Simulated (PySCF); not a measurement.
**Ionisation energy of O²⁺ by level of theory**

O²⁺ [He] 2s2 2p2 (3P) → O³⁺ [He] 2s2 2p1 (2P), as a difference of total energies. All numbers are calculated (PySCF 2.14, the spin-free X2C one-electron Hamiltonian (Gaussian nucleus), in x2c-TZVPPall with one added diffuse shell each of s, p, d type (6s4p3d1f, 40 functions)). Correlated levels: valence: 1s2 frozen; valence and next inner shell: nothing frozen. The calculations carry no spin-orbit coupling.

Question: Order these methods by the ionisation energy they give, lowest first.
A. TPSSh
B. MN15
C. M06
D. r2SCAN

Answer: B (55.059 eV), A (55.236 eV), C (55.281 eV), D (55.595 eV).

A first-order spin-orbit estimate (lowest level to lowest level, LS coupling) adds -0.005 eV.

Errors of the correlated levels include the incompleteness of this basis and the frozen core.

For comparison: 54.936 eV (semi-empirical (NIST evaluation); NIST Atomic Spectra Database, ionization energies).
